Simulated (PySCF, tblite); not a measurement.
Isomers of CH4Cl3N2Si2 (doublet state), one GFN2-xTB conformer each. Single-point energies are computed at B3LYP/pcH-1 (PySCF, gas phase, no added dispersion term), electronic only. GFN2-xTB treats the open shell by occupation alone, and not every SCF solution was tested for stability.

Problem. Rank them by B3LYP/pcH-1 energy, lowest first (kJ/mol).
A. `ClC(Cl)(Cl)[Si]1N[SiH2]N1` [radical]
B. `N1[SiH]N[SiH]1C(Cl)(Cl)Cl` [radical]
C. `[Cl:1][C:2]([Cl:3])([Cl:4])[Si@H:5]1[N:6][SiH2:7][NH:8]1` (doublet state) with C2–Si5–N6–Si7 127°, Si5–N6–Si7–N8 -14°, N6–Si7–N8–Si5 14°, C2–Si5–N8–Si7 -127°

Solution. B (0.0), A (3.9), C (142.0).

Neighbours under 21 kJ/mol apart (ClC(Cl)(Cl)[SiH]1N[SiH]N1 and ClC(Cl)(Cl)[Si]1N[SiH2]N1) can change places with a better method, another conformer or zero-point energy. GFN2-xTB itself gives, in the same order: 1.1, 0.0, 75.3. GFN2-xTB puts ClC(Cl)(Cl)[Si]1N[SiH2]N1 lowest instead; measured from each level's own lowest isomer, the values differ by up to 66.7 kJ/mol (ClC(Cl)(Cl)[Si@H]1[N][SiH2]N1: 75.3 against 142.0).

Problem. What happens when harmonic zero-point energies from GFN2-xTB frequencies are added?

Solution. 
| SMILES | ZPE (kJ/mol) | electronic (kJ/mol) | with ZPE (kJ/mol) |
| --- | --- | --- | --- |
| ClC(Cl)(Cl)[SiH]1N[SiH]N1 | 145.4 | 0.0 | 0.0 |
| ClC(Cl)(Cl)[Si]1N[SiH2]N1 | 145.3 | 3.9 | 3.8 |
| ClC(Cl)(Cl)[Si@H]1[N][SiH2]N1 | 139.5 | 142.0 | 136.1 |

The zero-point energies span 5.9 kJ/mol. The order is unchanged.
